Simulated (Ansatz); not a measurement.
Two structures of CH$_{6}$GaN, closed shell, reached by relaxing down either side of one saddle point (PBE0-D4/def2-TZVP). Energies are electronic, without zero-point energy. Ansatz 0.2.0; basis: def2-TZVPP and def2-QZVPP; cores frozen in the correlated methods. Filled d shells of the heavier atoms are correlated. The def2 sets are not built for correlating such inner shells, so the correlated values are less sure here. Extrapolation: Hartree–Fock as exp(−7.88 √X), correlation as X^−2.97. First:

| atom | x (Å) | y (Å) | z (Å) |
| --- | --- | --- | --- |
| Ga1 | -0.7376 | 0.1172 | -0.0110 |
| C2 | 0.9060 | 1.1866 | -0.0761 |
| N3 | -0.5791 | -1.6905 | 0.1112 |
| H4 | 0.2984 | -2.1808 | 0.1477 |
| H5 | -2.2043 | 0.6650 | -0.0538 |
| H6 | 1.7974 | 0.5586 | -0.0358 |
| H7 | 0.9409 | 1.7786 | -0.9940 |
| H8 | 0.9389 | 1.8879 | 0.7613 |
| H9 | -1.3603 | -2.3225 | 0.1505 |

Second:

```
9
angstrom
Ga -1.7682 -0.4516 0.0229
C 1.2886 0.8359 -0.0512
N -1.0007 -1.9618 0.1284
H 1.0958 -0.2363 0.0207
H -2.1441 1.0280 -0.0765
H 2.3654 1.0033 -0.0606
H 0.8631 1.2349 -0.9732
H 0.8599 1.3550 0.8074
H -1.5596 -2.8073 0.1821
```

Task: Which bonds change from the first to the second?

Result: CH₆GaN ([CH3][GaH][NH2]) → GaNH₂ ([NH][GaH]) + CH₄; bonds formed: C2–H4; bonds broken: Ga1–C2, N3–H4.

Task: Give the saddle point's structure and its height above each. (An estimate is asked for; the value comes from the calculation.)

Result: By the calculation: 77.87 kcal/mol above the first and 27.72 kcal/mol above the second (CCSD(T) at an estimated basis limit (MP2 extrapolated from triple and quadruple zeta, plus CCSD(T) − MP2 in triple zeta)).
```tsv
atom	x (Å)	y (Å)	z (Å)
Ga1	-1.2584	-0.0175	-0.0065
C2	0.8839	0.6790	-0.0401
N3	-0.5066	-1.5966	0.1074
H4	0.4951	-0.6099	0.0454
H5	-2.2314	1.1797	-0.0959
H6	1.9070	0.2852	-0.0221
H7	0.8051	1.2485	-0.9709
H8	0.8120	1.3564	0.8154
H9	-0.9065	-2.5246	0.1672
```

The T1 diagnostic stays at or below 0.023.

Labels in which every atom is bracketed show which atoms are joined, not bond orders.

For scale, one of the runs: CCSD(T)/def2-TZVPP, 194 basis functions, launched by `ansatz run in.yaml --threads 4 --pin off --events-out ev --progress --plain --max-ram 9574MiB`. The run took 32 s on 4 CPU threads of an Arm Neoverse V2 (shared host), with 2.2 GiB of host memory at its peak.
